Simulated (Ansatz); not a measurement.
Cost and result for the atomization energy of `F[CH](F)[SnH2][SH]` (9 atoms, 8 bonds).

Cartesian coordinates in Å:
```
F -1.9060 0.4200 -0.0890
C -1.1315 -0.6990 -0.0003
F -1.3031 -1.2177 1.2427
Sn 0.9686 -0.1356 -0.3271
S 1.3941 1.7533 1.0794
H -1.5221 -1.4255 -0.7218
H 2.0279 -1.3740 0.1622
H 1.1579 0.2622 -1.9776
H 0.3141 2.4163 0.6315
```

The species carries charge 0 and has multiplicity 1. Correlated methods include outer-core shells of Sn, which these sets cover unevenly. Sn: def2 effective core potential. The geometry is a stationary point of PBE0-D4/def2-TZVP. It is one conformer, not always the lowest. Program: Ansatz. All runs use 4 threads of an Arm Neoverse N1 on a shared host. Times are those of one run each, without the atoms' runs, and a repeat can differ threefold. Electronic energies, without spin–orbit coupling; frozen cores. CCSD(T)/CBS adds CCSD(T) − MP2 in def2-TZVPP to the MP2 limit, and its time is that of the two runs behind it. T1 = 0.013. With those shells the extrapolation isn't a true limit. B3LYP takes the VWN-RPA correlation (the form of Gaussian; ORCA's B3LYP/G).

CCSD(T)/CBS is a level of theory with its own doubt, some kJ/mol a heavy atom from the limit and from the frozen cores, so smaller differences don't rank the functionals.

| level | functions | wall time | atomization (kcal/mol) | difference from CCSD(T)/CBS | per bond |
| --- | --- | --- | --- | --- | --- |
| PBE-D4/def2-TZVPP (with forces) | 241 | 4 s | 673.9 | 13.2 | 1.6 |
| PBE0-D4/def2-TZVPP | 241 | 5.5 s | 654.9 | -5.8 | -0.7 |
| r2SCAN-D4/def2-TZVPP (with forces) | 241 | 8.5 s | 659.5 | -1.2 | -0.2 |
| B3LYP-D4/def2-TZVPP (with forces) | 241 | 8.5 s | 652.3 | -8.4 | -1.1 |
| B2PLYP/def2-TZVPP | 241 | 9.5 s | 644.3 | -16.4 | -2.1 |
| ωB97X-V/def2-TZVPP | 241 | 14 s | 663.6 | 2.9 | 0.4 |
| ωB97M-V/def2-TZVPP (with forces) | 241 | 20 s | 659.5 | -1.2 | -0.2 |
| MP2/def2-QZVPP | 443 | 32 s | 661.4 | 0.7 | 0.1 |
| CCSD(T)/def2-TZVPP | 241 | 7.2 min | 639.5 | -21.2 | -2.6 |
| CCSD(T)/CBS(def2) | – | 7.7 min | 660.7 | 0.0 | 0.0 |

In def2-TZVPP, CCSD(T) changes the Hartree–Fock value by +195.7 kcal/mol (the triples alone add +13.3 kcal/mol) and MP2 by +205.1 kcal/mol; breaking electron pairs costs correlation energy, which Hartree–Fock lacks. The D4 term adds +7.7 kcal/mol with B3LYP and +4.1 kcal/mol with PBE0; it sums over pairs of atoms, weighted by their polarisabilities, and B3LYP, whose exchange is more repulsive, gets the larger term. From PBE to PBE0 (25 % exact exchange), in def2-TZVPP and without D4, the atomization energy moves by −18.3 kcal/mol: exact exchange takes away binding that semilocal exchange gives to molecules.

Spin–orbit coupling would lower the free Sn atoms strongly, and the atomization energy with them, by more than many differences here. For some Ge, Se and Sn compounds the MP2-based and the directly extrapolated limit differ by 10 to 25 kJ/mol.
